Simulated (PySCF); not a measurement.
Members of one series of related molecules.

All values: PBE0/def2-SVPD (PySCF) at PBE0-D3(BJ)/def2-SVP geometries, gas phase, one conformer each. Core orbitals are frozen in the response; Δα² is half the sum of the squared differences of the principal polarisabilities. Atoms past krypton carry effective core potentials. The calculation is non-relativistic apart from the core potentials, for bromine too.

Question: Rank by HOMO energy, highest first.
A. Ta(NH)Br3 (`[NH]=[Ta]([Br])([Br])[Br]`)
B. Ta(NH)Cl3 (`[NH]=[Ta]([Cl])([Cl])[Cl]`)
C. Ta(NH)(NH2)3 (`[NH]=[Ta]([NH2])([NH2])[NH2]`)
D. Ta(NH)(OH)3 (`[NH]=[Ta]([OH])([OH])[OH]`)
E. Ta(NH)(SMe)3 (`C[S][Ta](=[NH])([S]C)[S]C`)
F. Ta(NH)Me3 (`[CH3][Ta]([CH3])([CH3])=[NH]`)

Answer: C (-6.64 eV), E (-6.82 eV), F (-7.38 eV), D (-7.81 eV), A (-8.42 eV), B (-8.78 eV).

Question: Rank by polarisability anisotropy Δα, highest first.
A. Ta(NH)F3 (`[NH]=[Ta]([F])([F])[F]`)
B. Ta(NH)Cl3 (`[NH]=[Ta]([Cl])([Cl])[Cl]`)
C. Ta(NH)(NH2)3 (`[NH]=[Ta]([NH2])([NH2])[NH2]`)
D. Ta(NH)Br3 (`[NH]=[Ta]([Br])([Br])[Br]`)
E. Ta(NH)(OSiH3)3 (`[NH]=[Ta]([O][SiH3])([O][SiH3])[O][SiH3]`)
F. Ta(NH)(SMe)3 (`C[S][Ta](=[NH])([S]C)[S]C`)

Answer: F (6.61 Å³), E (3.24 Å³), D (2.81 Å³), A (1.92 Å³), B (0.95 Å³), C (0.19 Å³).

Question: Rank by mean static polarisability, highest first.
A. Ta(NH)(NH2)3 (`[NH]=[Ta]([NH2])([NH2])[NH2]`)
B. Ta(NH)(OH)3 (`[NH]=[Ta]([OH])([OH])[OH]`)
C. Ta(NH)Br3 (`[NH]=[Ta]([Br])([Br])[Br]`)
D. Ta(NH)(SMe)3 (`C[S][Ta](=[NH])([S]C)[S]C`)
E. Ta(NH)F3 (`[NH]=[Ta]([F])([F])[F]`)
F. Ta(NH)Cl3 (`[NH]=[Ta]([Cl])([Cl])[Cl]`)

Answer: D (23.84 Å³), C (16.91 Å³), F (13.19 Å³), A (11.55 Å³), B (8.97 Å³), E (6.56 Å³).

All values together:

```
                                  SMILES                           change      formula  μ (D)  HOMO (eV)  LUMO (eV)  α (Å³)  Δα (Å³)  electrons  α per electron (Å³)  ΔSCF removal energy (eV)
               [NH]=[Ta]([Cl])([Cl])[Cl]                           parent      Cl3HNTa   1.25      -8.78      -2.55   13.19     0.95        132                0.100                         –
               C[S][Ta](=[NH])([S]C)[S]C    ligand (all three): Cl to SMe   C3H10NS3Ta   3.64      -6.82      -1.69   23.84     6.61        156                0.153                         –
[NH]=[Ta]([O][SiH3])([O][SiH3])[O][SiH3]  ligand (all three): Cl to OSiH3  H10NO3Si3Ta   0.15      -7.72      -0.54   20.88     3.24        156                0.134                         –
               [NH]=[Ta]([Br])([Br])[Br]     ligand (all three): Cl to Br      Br3HNTa   1.16      -8.42      -2.71   16.91     2.81        186                0.091                     10.08
            [NH]=[Ta]([NH2])([NH2])[NH2]    ligand (all three): Cl to NH2       H7N4Ta   1.83      -6.64      -0.08   11.55     0.19        108                0.107                      8.40
               [NH]=[Ta]([OH])([OH])[OH]     ligand (all three): Cl to OH      H4NO3Ta   1.97      -7.81      -0.25    8.97     0.72        108                0.083                      9.79
                  [NH]=[Ta]([F])([F])[F]      ligand (all three): Cl to F       F3HNTa   0.78      -8.77      -1.33    6.56     1.92        108                0.061                     10.94
               C[O][Ta](=[NH])([O]C)[O]C    ligand (all three): Cl to OMe   C3H10NO3Ta   0.59      -7.47       0.15   15.31     2.71        132                0.116                         –
            [CH3][Ta]([CH3])([CH3])=[NH]     ligand (all three): Cl to Me     C3H10NTa   0.93      -7.38      -0.95   13.54     0.21        108                0.125                         –
```

Conformers: `C[S][Ta](=[NH])([S]C)[S]C` (singlet state); `[NH]=[Ta]([O][SiH3])([O][SiH3])[O][SiH3]` (singlet state); `[NH]=[Ta]([NH2])([NH2])[NH2]` (singlet state); `[NH]=[Ta]([OH])([OH])[OH]` (singlet state); `C[O][Ta](=[NH])([O]C)[O]C` (singlet state).

A dash marks a removal energy that wasn't run or isn't settled.

Q: Give the shifts from the parent, `[NH]=[Ta]([Cl])([Cl])[Cl]`.

A: 
```csv
SMILES,change in μ (D),change in HOMO (eV),change in LUMO (eV),change in mean α (Å³)
C[S][Ta](=[NH])([S]C)[S]C,+2.39,+1.96,+0.86,+10.65
[NH]=[Ta]([O][SiH3])([O][SiH3])[O][SiH3],-1.10,+1.06,+2.01,+7.69
[NH]=[Ta]([Br])([Br])[Br],-0.09,+0.36,-0.16,+3.72
[NH]=[Ta]([NH2])([NH2])[NH2],+0.58,+2.14,+2.47,-1.64
[NH]=[Ta]([OH])([OH])[OH],+0.72,+0.97,+2.30,-4.22
[NH]=[Ta]([F])([F])[F],-0.47,+0.01,+1.22,-6.63
C[O][Ta](=[NH])([O]C)[O]C,-0.66,+1.31,+2.70,+2.12
[CH3][Ta]([CH3])([CH3])=[NH],-0.32,+1.40,+1.60,+0.35
```

Q: How closely does the mean polarisability follow the number of electrons in this set?

A: The correlation coefficient is 0.75; α per electron runs from 0.061 to 0.153 Å³.
